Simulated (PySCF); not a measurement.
A species of formula C3H7ClO2S has this rotational fingerprint, computed with PBE0-D3(BJ)/def2-TZVP geometry optimisation, gas phase in PySCF:

```
Rotational constants : A = 2172, B = 1659, C = 1538 MHz
Dipole components    : |μa| = 3.97 D, |μb| = 1.45 D, |μc| = 0.00 D
Inertial defect      : -208.71 u·Å²
κ                    : -0.62
```

Question: Which candidate fits, each taken in the one conformer that was computed?
A. `[CH3:1][CH:2]([CH3:3])[S:4](=[O:5])(=[O:6])[Cl:7]` with C1–C2–S4–O5 177°
B. `[CH3:1][CH2:2][CH2:3][S:4](=[O:5])(=[O:6])[Cl:7]` with C1–C2–C3–S4 77°, C2–C3–S4–O5 177°

Answer: A. It is CC(C)S(=O)(=O)Cl, an asymmetric top, point group Cs. The candidates at the same level (rigid rotor, commonest isotopes):

```
          SMILES  A (MHz)  B (MHz)  C (MHz)  μa (D)  μb (D)  μc (D)  Δ (u·Å²)  point group           rotor
CC(C)S(=O)(=O)Cl     2172     1659     1538    3.97    1.45    0.00   -208.71           Cs  asymmetric top
  CCCS(=O)(=O)Cl     2622     1387     1188    3.14    1.52    2.10   -131.77           C1  asymmetric top
```

`CCCS(=O)(=O)Cl` has C 23 % too low. In the right answer the mirror of this Cs structure is the ab plane, so μc vanishes by symmetry. No structure here is proved a minimum.
